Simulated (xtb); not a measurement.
C$_{6}$H$_{17}$N$_{2}$Si (SMILES [CH2]N(C)[Si](C)(C)N(C)C), doublet, from a rough starting geometry; xtb 6.7.1 with GFN2-xTB.

xtb was given this input:
```
$ xtb mol.xyz --gfn 2 --uhf 1 --opt vtight --json

# file mol.xyz
26

C      2.03459035    -0.61210291     1.32606767
N      1.53887725    -0.34701658     0.17825461
C      2.12454445    -1.15743070    -0.89472036
Si     0.07819122     0.56575626    -0.12251143
C      0.14007111     2.09045908     0.96341197
C      0.10175456     1.12019769    -1.95701867
N     -1.32988596    -0.36806508     0.21391173
C     -1.29231821    -1.59143423     0.98442351
C     -2.64714825    -0.10029821    -0.28685199
H      2.94788233    -1.06633857     1.51412774
H      1.60907380     0.03864927     2.23380192
H      3.19306155    -1.20326470    -0.77312394
H      1.79852234    -0.80551795    -1.85684035
H      1.77552014    -2.21105652    -0.78049690
H      0.06492213     1.87041594     2.04632898
H     -0.59551162     2.80796130     0.73601080
H      1.07525713     2.63310226     0.91594157
H      1.02320887     1.50865173    -2.24689674
H     -0.65240768     1.89336917    -2.10159167
H     -0.25205805     0.31147760    -2.57831293
H     -1.96105734    -1.40176542     1.87622188
H     -1.63807626    -2.51188268     0.50781741
H     -0.33207371    -1.74953419     1.41744983
H     -2.63661235     0.80638670    -0.88715898
H     -3.06245781    -0.86124984    -0.88451927
H     -3.27762863     0.08106665     0.48211342
```

Question: Predict the main parts of the log of this xtb run.

Answer: 
```
   ID    Z sym.   atoms
    1    6 C      1, 3, 5, 6, 8, 9
    2    7 N      2, 7
    3   14 Si     4
    4    1 H      10-26

           -------------------------------------------------
          |                Calculation Setup                |
           -------------------------------------------------

           -------------------------------------------------
          |                 G F N 2 - x T B                 |
           -------------------------------------------------

          ...................................................
          :                      SETUP                      :
          :.................................................:
          :  # basis functions                  59          :
          :  # atomic orbitals                  58          :
          :  # shells                           36          :
          :  # electrons                        55          :
          :  max. iterations                   250          :
          :  Hamiltonian                  GFN2-xTB          :
          :  restarted?                      false          :
          :  GBSA solvation                  false          :
          :  PC potential                    false          :
          :  electronic temp.          300.0000000     K    :
          :  accuracy                    1.0000000          :
          :  -> integral cutoff          0.2500000E+02      :
          :  -> integral neglect         0.1000000E-07      :
          :  -> SCF convergence          0.1000000E-05 Eh   :
          :  -> wf. convergence          0.1000000E-03 e    :
          :  Broyden damping             0.4000000          :
          :  net charge                          0          :
          :  unpaired electrons                  1          :
          ...................................................

 iter      E             dE          RMSdq      gap      omega  full diag
   1    -29.3485313 -0.293485E+02  0.331E+00    3.52       0.0  T
   2    -29.4356135 -0.870822E-01  0.224E+00    2.05       1.0  T
   3    -29.4480646 -0.124511E-01  0.135E+00    3.08       1.0  T
   4    -29.4442816  0.378300E-02  0.807E-01    2.26       1.0  T
   5    -29.4566808 -0.123992E-01  0.317E-01    2.63       1.0  T
   6    -29.4567562 -0.753844E-04  0.169E-01    2.67       1.0  T
   7    -29.4568649 -0.108705E-03  0.570E-02    2.71       1.0  T
   8    -29.4568634  0.148341E-05  0.212E-02    2.72       1.0  T
   9    -29.4568667 -0.324851E-05  0.722E-03    2.71       2.7  T
  10    -29.4568666  0.303600E-07  0.326E-03    2.71       6.0  T
  11    -29.4568668 -0.111480E-06  0.115E-03    2.71      17.0  T
  12    -29.4568668  0.398000E-09  0.727E-04    2.71      27.0  T
  13    -29.4568668 -0.566688E-08  0.971E-05    2.71     202.0  T

   *** convergence criteria satisfied after 13 iterations ***

         :::::::::::::::::::::::::::::::::::::::::::::::::::::
         ::                     SUMMARY                     ::
         :::::::::::::::::::::::::::::::::::::::::::::::::::::
         :: total energy             -29.008695193177 Eh    ::
         :: gradient norm              0.224203699272 Eh/a0 ::
         :: HOMO-LUMO gap              2.713359840227 eV    ::
         ::.................................................::
         :: SCC energy               -29.456570944084 Eh    ::
         :: -> isotropic ES            0.032432648819 Eh    ::
         :: -> anisotropic ES          0.010819820279 Eh    ::
         :: -> anisotropic XC          0.015583142623 Eh    ::
         :: -> dispersion             -0.020870236517 Eh    ::
         :: repulsion energy           0.447875750907 Eh    ::
         :: add. restraining           0.000000000000 Eh    ::
         :: total charge               0.000000000000 e     ::
         :::::::::::::::::::::::::::::::::::::::::::::::::::::

      -----------------------------------------------------------
     |                   =====================                   |
     |                        A N C O P T                        |
     |                   =====================                   |
     |               Approximate Normal Coordinate               |
     |                Rational Function Optimizer                |
      -----------------------------------------------------------
      -----------------------------------------------------------
     |                   =====================                   |
     |                        A N C O P T                        |
     |                   =====================                   |
     |               Approximate Normal Coordinate               |
     |                Rational Function Optimizer                |
      -----------------------------------------------------------

          ...................................................
          :                      SETUP                      :
          :.................................................:
          :   optimization level         verytight          :
          :   max. optcycles                   520          :
          :   ANC micro-cycles                  20          :
          :   degrees of freedom                72          :
          :.................................................:
          :   RF solver                   davidson          :
          :   write xtbopt.log                true          :
          :   linear?                        false          :
          :   energy convergence         0.1000000E-06 Eh   :
          :   grad. convergence          0.2000000E-03 Eh/α :
          :   maxmium RF displ.          1.0000000          :
          :   Hlow (freq-cutoff)         0.1000000E-01      :
          :   Hmax (freq-cutoff)         5.0000000          :
          :   S6 in model hess.         20.0000000          :
          ...................................................

generating ANC from exact Hessian ...
Using Lindh-Hessian (1995)
[...]
 * total energy  :   -29.0442756 Eh     change       -0.1174910E-05 Eh
 * total energy  :   -29.0442764 Eh     change       -0.8000846E-06 Eh
 * total energy  :   -29.0442770 Eh     change       -0.6033081E-06 Eh
 * total energy  :   -29.0442777 Eh     change       -0.6720516E-06 Eh
 * total energy  :   -29.0442785 Eh     change       -0.8284293E-06 Eh
 * total energy  :   -29.0442792 Eh     change       -0.7151080E-06 Eh
 * total energy  :   -29.0442797 Eh     change       -0.4443241E-06 Eh
 * total energy  :   -29.0442800 Eh     change       -0.3029922E-06 Eh
 * total energy  :   -29.0442803 Eh     change       -0.2772559E-06 Eh
 * total energy  :   -29.0442805 Eh     change       -0.2369827E-06 Eh
 * total energy  :   -29.0442806 Eh     change       -0.1087906E-06 Eh
 * total energy  :   -29.0442806 Eh     change       -0.2121409E-07 Eh
   *** GEOMETRY OPTIMIZATION CONVERGED AFTER 38 ITERATIONS ***
         :: total energy             -29.044280628685 Eh    ::
[...]
        26        2.0000           -0.3948027             -10.7431
        27        2.0000           -0.3462403              -9.4217
        28        1.0000           -0.2491982              -6.7810 (HOMO)
        29                         -0.1290109              -3.5106 (LUMO)
        30                         -0.1141335              -3.1057
        31                         -0.1057294              -2.8770
        32                          0.0103213               0.2809
        33                          0.0242540               0.6600
        34                          0.0339697               0.9244
        35                          0.1020649               2.7773
        36                          0.1230315               3.3479
        37                          0.1486447               4.0448
        38                          0.1541433               4.1945
        39                          0.1688904               4.5957
       ...                                ...                  ...
        58                          0.6654811              18.1087
      -------------------------------------------------------------
                  HL-Gap            0.1201873 Eh            3.2705 eV
             Fermi-level           -0.2434119 Eh           -6.6236 eV

     #   Z          covCN         q      C6AA      α(0)
     1   6 C        2.834    -0.116    30.928     9.113
     2   7 N        2.637    -0.177    24.845     7.403
     3   6 C        3.739    -0.040    21.376     6.597
     4  14 Si       3.542     0.540    98.233    19.102
     5   6 C        3.648    -0.205    24.937     7.175
     6   6 C        3.650    -0.206    24.944     7.174
     7   7 N        2.635    -0.237    26.212     7.604
     8   6 C        3.738    -0.038    21.334     6.591
     9   6 C        3.729    -0.038    21.349     6.596
    10   1 H        0.926     0.012     2.865     2.647
    11   1 H        0.927     0.007     2.935     2.679
    12   1 H        0.924     0.042     2.424     2.435
    13   1 H        0.925     0.042     2.420     2.432
    14   1 H        0.924     0.040     2.452     2.449
    15   1 H        0.925     0.033     2.539     2.492
    16   1 H        0.925     0.031     2.578     2.511
    17   1 H        0.925     0.041     2.430     2.438
    18   1 H        0.925     0.028     2.619     2.531
    19   1 H        0.925     0.019     2.743     2.590
    20   1 H        0.925     0.027     2.627     2.534
    21   1 H        0.924     0.022     2.708     2.573
    22   1 H        0.924     0.034     2.530     2.487
    23   1 H        0.925     0.043     2.406     2.426
    24   1 H        0.925     0.037     2.492     2.469
    25   1 H        0.924     0.036     2.499     2.472
    26   1 H        0.924     0.023     2.688     2.564

 Mol. C6AA /au·bohr⁶  :       5832.056521
 Mol. C8AA /au·bohr⁸  :     145740.388372
 Mol. α(0) /au        :        120.084070

Wiberg/Mayer (AO) data.
largest (>0.10) Wiberg bond orders for each atom

 ---------------------------------------------------------------------------
     #   Z sym  total        # sym  WBO       # sym  WBO       # sym  WBO
 ---------------------------------------------------------------------------
     1   6 C    3.403 --     2 N    1.345    11 H    0.986    10 H    0.980
     2   7 N    3.469 --     1 C    1.345     3 C    1.030     4 Si   0.949
     3   6 C    3.982 --     2 N    1.030    13 H    0.987    12 H    0.977
                            14 H    0.976
     4  14 Si   3.797 --     7 N    1.069     2 N    0.949     5 C    0.872
                             6 C    0.851
     5   6 C    3.982 --    16 H    0.990    15 H    0.988    17 H    0.986
                             4 Si   0.872
     6   6 C    3.979 --    19 H    0.998    18 H    0.994    20 H    0.993
                             4 Si   0.851
     7   7 N    3.306 --     4 Si   1.069     9 C    1.030     8 C    1.030
     8   6 C    3.984 --     7 N    1.030    23 H    0.986    22 H    0.978
                            21 H    0.978
     9   6 C    3.985 --     7 N    1.030    24 H    0.989    25 H    0.979
                            26 H    0.978
    10   1 H    1.000 --     1 C    0.980
    11   1 H    1.000 --     1 C    0.986
    12   1 H    0.998 --     3 C    0.977
    13   1 H    0.998 --     3 C    0.987
    14   1 H    0.998 --     3 C    0.976
    15   1 H    0.999 --     5 C    0.988
    16   1 H    0.999 --     5 C    0.990
    17   1 H    0.998 --     5 C    0.986
    18   1 H    0.999 --     6 C    0.994
    19   1 H    1.000 --     6 C    0.998
    20   1 H    0.999 --     6 C    0.993
    21   1 H    1.000 --     8 C    0.978
    22   1 H    0.999 --     8 C    0.978
    23   1 H    0.998 --     8 C    0.986
    24   1 H    0.999 --     9 C    0.989
    25   1 H    0.998 --     9 C    0.979
    26   1 H    0.999 --     9 C    0.978
 ---------------------------------------------------------------------------

Topologies differ in total number of bonds
Writing topology from bond orders to xtbtopo.mol

molecular dipole:
                 x           y           z       tot (Debye)
 q only:       -0.323      -0.059      -0.312
   full:       -0.312       0.059      -0.285       1.084
molecular quadrupole (traceless):
                xx          xy          yy          xz          yz          zz
 q only:        0.349      -0.053       0.716      -2.503       0.858      -1.066
  q+dip:        1.156       0.016       0.386      -2.905       1.746      -1.542
   full:        1.269      -0.685      -0.199      -2.730       0.796      -1.070

optimized geometry written to: xtbopt.xyz

           -------------------------------------------------
          | TOTAL ENERGY              -29.044280628685 Eh   |
          | GRADIENT NORM               0.000057533740 Eh/α |
          | HOMO-LUMO GAP               3.270464022520 eV   |
           -------------------------------------------------
```
